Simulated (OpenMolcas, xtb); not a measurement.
# CHBrF2 (bromodifluoromethane): methods side by side

The species is CHBrF2 (5 atoms), meant as a singlet with charge 0. As SMILES, `FC(F)Br`. Geometry: relaxed at PBE0-D4/def2-TZVP.

Each level gives the HOMO–LUMO gap (eV). The values are calculated.

```tsv
level	kind	program	value (eV)	CPU time
GFN0-xTB	semi-empirical	xtb	4.94	under 2 s
HF/aug-cc-pVDZ	Hartree–Fock	OpenMolcas	12.95	19 s
SVWN5/aug-cc-pVDZ	LDA	OpenMolcas	5.79	36 s
revPBE/aug-cc-pVDZ	GGA	OpenMolcas	5.86	44 s
M06-L/aug-cc-pVDZ	meta-GGA	OpenMolcas	6.43	57 s
TPSS/aug-cc-pVDZ	meta-GGA	OpenMolcas	6.07	67 s
B3LYP/aug-cc-pVDZ	global hybrid	OpenMolcas	7.57	41 s
B2PLYP/aug-cc-pVDZ	double hybrid	OpenMolcas	10.25	32 s
```

All-electron rows without a relativistic Hamiltonian named are non-relativistic. The values span 4.94 to 12.95 eV. Orbital gaps aren't excitation energies, and those of double hybrids come from the SCF part alone; they tend to grow with the share of exact exchange. Times are those of the runs behind each value, whatever else they computed, on shared processors of several kinds: orders of magnitude only.
